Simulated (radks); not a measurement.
Results of a calculation; reference values are marked as such.
Fractional charge and spin in the 2p shell of magnesium: the spin-up occupation runs from 2 to 3 and the spin-down occupation from 2 to 3; the fullest corner is Mg, [He] 2s2 3s2 2p(up 3, down 3). Level of theory: scalar-relativistic Kohn-Sham, PBE, spin-polarised, spherical densities, point nucleus (a radial shooting solver on a logarithmic mesh with Libxc functionals). Energy (eV) above the fullest corner. The planes named below are the two flat planes that join the four corners, with an edge along up + down = one added electron.

down \ up,2,2.25,2.5,2.75,3
2,143.723,119.676,97.380,76.788,57.853
2.25,119.676,97.564,77.144,58.370,41.189
2.5,97.380,77.144,58.542,41.522,26.031
2.75,76.788,58.370,41.522,26.192,12.322
3,57.853,41.189,26.031,12.322,0.000

Corners above the fullest one (they belong to Mg+ and the next ion): (up 3, down 2) 57.853 eV, (up 2, down 3) 57.853 eV, (up 2, down 2) 143.72 eV. With half an added electron in each spin the energy lies 0.688 eV from the planes, and with half an added electron in spin up alone -3.408 eV. The planes are only a guide here: the flat-plane condition holds for ground states with one frontier orbital, while this shell lies below other occupied shells, so the corners above the fullest one are inner-hole states and not the ground states of those ions.
